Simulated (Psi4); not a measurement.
C₆H₈, singlet, at a GFN2-xTB geometry; MP2/STO-3G in Psi4.

Here is a job for Psi4.
```
memory 2 GB

molecule mol {
0 1
  C     0.998194    2.124351    0.427935
  C     0.771050    0.969097    0.192750
  C     0.472125   -0.383827   -0.107303
  C     1.309558   -1.360735    0.229957
  C    -0.842023   -0.618182   -0.801912
  C    -2.013866   -0.284761    0.120922
  H     1.210501    3.129420    0.641271
  H     2.238312   -1.161488    0.737195
  H     1.089971   -2.390667    0.004086
  H    -0.903969   -1.661691   -1.116670
  H    -0.895524    0.014971   -1.691849
  H    -1.961051    0.754675    0.437761
  H    -1.989415   -0.915905    1.007014
  H    -2.959052   -0.444983   -0.392901
}

set basis sto-3g
set reference rhf
set freeze_core true

energy('mp2')
print_variables()
```

What the program printed (banner, timings and long lists left out):

```
    SCF Algorithm Type (re)set to DF.

   => Loading Basis Set <=

    Name: STO-3G
    Role: ORBITAL
    Keyword: BASIS

         ---------------------------------------------------------
                                   SCF
               by Justin Turney, Rob Parrish, Andy Simmonett
                          and Daniel G. A. Smith
                              RHF Reference
         ---------------------------------------------------------

  ==> Geometry <==

    Molecular point group: c1
    Full point group: C1

    Geometry (in Angstrom), charge = 0, multiplicity = 1:

       Center              X                  Y                   Z               Mass
    ------------   -----------------  -----------------  -----------------  -----------------
         C            0.946514478900     2.091193061048     0.423299031283    12.000000000000
         C            0.719370478900     0.935939061048     0.188114031283    12.000000000000
         C            0.420445478900    -0.416984938952    -0.111938968717    12.000000000000
         C            1.257878478900    -1.393892938952     0.225321031283    12.000000000000
         C           -0.893702521100    -0.651339938952    -0.806547968717    12.000000000000
         C           -2.065545521100    -0.317918938952     0.116286031283    12.000000000000
         H            1.158821478900     3.096262061048     0.636635031283     1.007825032230
         H            2.186632478900    -1.194645938952     0.732559031283     1.007825032230
         H            1.038291478900    -2.423824938952    -0.000549968717     1.007825032230
         H           -0.955648521100    -1.694848938952    -1.121305968717     1.007825032230
         H           -0.947203521100    -0.018186938952    -1.696484968717     1.007825032230
         H           -2.012730521100     0.721517061048     0.433125031283     1.007825032230
         H           -2.041094521100    -0.949062938952     1.002378031283     1.007825032230
         H           -3.010731521100    -0.478140938952    -0.397536968717     1.007825032230

  Running in c1 symmetry.

  Rotational constants: A =      0.15652  B =      0.10245  C =      0.06837 [cm^-1]
  Rotational constants: A =   4692.48475  B =   3071.50495  C =   2049.60095 [MHz]
  Nuclear repulsion =  204.634582168486617

  Charge       = 0
  Multiplicity = 1
  Electrons    = 44
  Nalpha       = 22
  Nbeta        = 22

  ==> Algorithm <==

  SCF Algorithm Type is DF.
  DIIS enabled.
  MOM disabled.
  Fractional occupation disabled.
  Guess Type is SAD.
  Energy threshold   = 1.00e-08
  Density threshold  = 1.00e-08
  Integral threshold = 1.00e-12

  ==> Primary Basis <==

  Basis Set: STO-3G
    Blend: STO-3G
    Number of shells: 26
    Number of basis functions: 38
    Number of Cartesian functions: 38
    Spherical Harmonics?: true
    Max angular momentum: 1

   => Loading Basis Set <=

    Name: (STO-3G AUX)
    Role: JKFIT
    Keyword: DF_BASIS_SCF

  ==> Integral Setup <==

  SCF_SUBTYPE=INCORE selected. In-core MEM_DF algorithm will be used.
  Using in-core AOs.

  ==> MemDFJK: Density-Fitted J/K Matrices <==

    J tasked:                   Yes
    K tasked:                   Yes
    wK tasked:                   No
    Algorithm:                 Core
    Schwarz Cutoff:           1E-12
    Mask sparsity (%):       1.3850
    Fitting Condition:        1E-10

   => Auxiliary Basis Set <=

  Basis Set: (STO-3G AUX)
    Blend: DEF2-UNIVERSAL-JKFIT
    Number of shells: 198
    Number of basis functions: 594
    Number of Cartesian functions: 694
    Spherical Harmonics?: true
    Max angular momentum: 4

  Minimum eigenvalue in the overlap matrix is 1.3379984327E-01.
  Reciprocal condition number of the overlap matrix is 5.2929065602E-02.
    Using symmetric orthogonalization.

  ==> Pre-Iterations <==

  SCF Guess: Superposition of Atomic Densities via on-the-fly atomic UHF (no occupation information).

   -------------------------
    Irrep   Nso     Nmo
   -------------------------
     A         38      38
   -------------------------
    Total      38      38
   -------------------------

  ==> Iterations <==

                           Total Energy        Delta E     RMS |[F,P]|

   @DF-RHF iter SAD:  -224.44202444175636   -2.24442e+02   0.00000e+00
   @DF-RHF iter   1:  -228.95081877797446   -4.50879e+00   3.71138e-03 DIIS/ADIIS
   @DF-RHF iter   2:  -228.96414647087641   -1.33277e-02   1.62977e-03 DIIS/ADIIS
   @DF-RHF iter   3:  -228.96619817979894   -2.05171e-03   7.22526e-04 DIIS/ADIIS
   @DF-RHF iter   4:  -228.96666171570871   -4.63536e-04   1.36677e-04 DIIS/ADIIS
   @DF-RHF iter   5:  -228.96668372538915   -2.20097e-05   3.38216e-05 DIIS
   @DF-RHF iter   6:  -228.96668494947318   -1.22408e-06   8.20354e-06 DIIS
   @DF-RHF iter   7:  -228.96668514119037   -1.91717e-07   3.37063e-06 DIIS
   @DF-RHF iter   8:  -228.96668517628174   -3.50914e-08   1.40170e-06 DIIS
   @DF-RHF iter   9:  -228.96668518573068   -9.44894e-09   5.04540e-07 DIIS
   @DF-RHF iter  10:  -228.96668518706264   -1.33195e-09   1.73191e-07 DIIS
   @DF-RHF iter  11:  -228.96668518717064   -1.08002e-10   3.15623e-08 DIIS
   @DF-RHF iter  12:  -228.96668518717306   -2.41585e-12   4.83249e-09 DIIS
  Energy and wave function converged.

  ==> Post-Iterations <==

    Orbital Energies [Eh]
    ---------------------

    Doubly Occupied:

       1A    -11.057390     2A    -11.055886     3A    -11.039100
       4A    -11.024376     5A    -10.998046     6A    -10.984252
       7A     -1.064924     8A     -0.967434     9A     -0.932132
      10A     -0.823581    11A     -0.758217    12A     -0.652233
      13A     -0.614049    14A     -0.586844    15A     -0.554948
      16A     -0.519596    17A     -0.491440    18A     -0.458833
      19A     -0.447504    20A     -0.393065    21A     -0.330662
      22A     -0.274749

    Virtual:

      23A      0.260691    24A      0.391987    25A      0.479918
      26A      0.570640    27A      0.623621    28A      0.650718
      29A      0.689086    30A      0.704958    31A      0.714665
      32A      0.746677    33A      0.766397    34A      0.778869
      35A      0.783279    36A      0.941165    37A      1.034054
      38A      1.513308

    Final Occupation by Irrep:
              A
    DOCC [    22 ]
    NA   [    22 ]
    NB   [    22 ]

  @DF-RHF Final Energy:  -228.96668518717306

   => Energetics <=

    Nuclear Repulsion Energy =            204.6345821684866166
    One-Electron Energy =                -715.1440123973413847
    Two-Electron Energy =                 281.5427450416816555
    Total Energy =                       -228.9666851871730842

Computation Completed

Properties will be evaluated at   0.000000,   0.000000,   0.000000 [a0]

Properties computed using the SCF density matrix

 Multipole Moments:

 ------------------------------------------------------------------------------------
     Multipole            Electronic (a.u.)      Nuclear  (a.u.)        Total (a.u.)
 ------------------------------------------------------------------------------------

 L = 1.  Multiply by 2.5417464519 to convert [e a0] to [Debye]
 Dipole X            :          4.2016385           -4.2970443           -0.0954058
 Dipole Y            :          2.6671957           -2.7570335           -0.0898378
 Dipole Z            :          0.3480179           -0.3854694           -0.0374515
 Magnitude           :                                                    0.1362927

 ------------------------------------------------------------------------------------

  //>>>>>>>>>>>>>>>>>>>>>>>>>>>>>>>>>>>//
  //               DFMP2               //
  //<<<<<<<<<<<<<<<<<<<<<<<<<<<<<<<<<<<//

   => Loading Basis Set <=

    Name: (STO-3G AUX)
    Role: RIFIT
    Keyword: DF_BASIS_MP2

	 --------------------------------------------------------
	                          DF-MP2
	      2nd-Order Density-Fitted Moller-Plesset Theory

	        Rob Parrish, Justin Turney, Andy Simmonett,
	           Ed Hohenstein, and C. David Sherrill
	 --------------------------------------------------------

   => Auxiliary Basis Set <=

  Basis Set: (STO-3G AUX)
    Blend: DEF2-SVP-RI
    Number of shells: 144
    Number of basis functions: 400
    Number of Cartesian functions: 450
    Spherical Harmonics?: true
    Max angular momentum: 3

	 --------------------------------------------------------
	                 NBF =    38, NAUX =   400
	 --------------------------------------------------------
	   CLASS    FOCC     OCC    AOCC    AVIR     VIR    FVIR
	   PAIRS       6      22      16      16      16       0
	 --------------------------------------------------------

	-----------------------------------------------------------
	 ==================> DF-MP2 Energies <====================
	-----------------------------------------------------------
	 Reference Energy          =    -228.9666851871730557 [Eh]
	 Singles Energy            =      -0.0000000000000000 [Eh]
	 Same-Spin Energy          =      -0.0633749913540275 [Eh]
	 Opposite-Spin Energy      =      -0.3006319277611401 [Eh]
	 Correlation Energy        =      -0.3640069191151676 [Eh]
	 Total Energy              =    -229.3306921062882111 [Eh]
	-----------------------------------------------------------
	 ================> DF-SCS-MP2 Energies <==================
	-----------------------------------------------------------
	 SCS Same-Spin Scale       =       0.3333333333333333 [-]
	 SCS Opposite-Spin Scale   =       1.2000000000000000 [-]
	 SCS Same-Spin Energy      =      -0.0211249971180092 [Eh]
	 SCS Opposite-Spin Energy  =      -0.3607583133133681 [Eh]
	 SCS Correlation Energy    =      -0.3818833104313773 [Eh]
	 SCS Total Energy          =    -229.3485684976044467 [Eh]
	-----------------------------------------------------------

  Variable Map:
  ----------------------------------------------------------------------------
  "CURRENT CORRELATION ENERGY"           =>      -0.364006919115
  "CURRENT ENERGY"                       =>    -229.330692106288
  "CURRENT REFERENCE ENERGY"             =>    -228.966685187173
  "CUSTOM SCS-MP2 CORRELATION ENERGY"    =>      -0.381883310431
  "CUSTOM SCS-MP2 TOTAL ENERGY"          =>    -229.348568497604
  "DD SOLVATION ENERGY"                  =>       0.000000000000
  "HF KINETIC ENERGY"                    =>     227.387241635654
  "HF POTENTIAL ENERGY"                  =>    -456.353926822827
  "HF TOTAL ENERGY"                      =>    -228.966685187173
  "HF VIRIAL RATIO"                      =>       2.006946051767
  "MP2 CORRELATION ENERGY"               =>      -0.364006919115
  "MP2 DOUBLES ENERGY"                   =>      -0.364006919115
  "MP2 OPPOSITE-SPIN CORRELATION ENERGY" =>      -0.300631927761
  "MP2 SAME-SPIN CORRELATION ENERGY"     =>      -0.063374991354
  "MP2 SINGLES ENERGY"                   =>      -0.000000000000
  "MP2 TOTAL ENERGY"                     =>    -229.330692106288
  "NUCLEAR REPULSION ENERGY"             =>     204.634582168487
  "ONE-ELECTRON ENERGY"                  =>    -715.144012397341
  "PCM POLARIZATION ENERGY"              =>       0.000000000000
  "PE ENERGY"                            =>       0.000000000000
  "SCF ITERATION ENERGY"                 =>    -228.966685187173
  "SCF ITERATIONS"                       =>      12.000000000000
  "SCF TOTAL ENERGY"                     =>    -228.966685187173
  "SCS-MP2 CORRELATION ENERGY"           =>      -0.381883310431
  "SCS-MP2 TOTAL ENERGY"                 =>    -229.348568497604
  "TWO-ELECTRON ENERGY"                  =>     281.542745041682

  Array Variable Map:
  ----------------------------------------------------------------------------
  "CURRENT DIPOLE"                       =>      -0.095405796295 ... -0.037451498140 1 by 3
  "SCF DIPOLE"                           =>      -0.095405796295 ... -0.037451498140 1 by 3
  "SCF TOTAL ENERGIES"                   =>    -224.442024441756 ... -228.966685187173 1 by 13
```
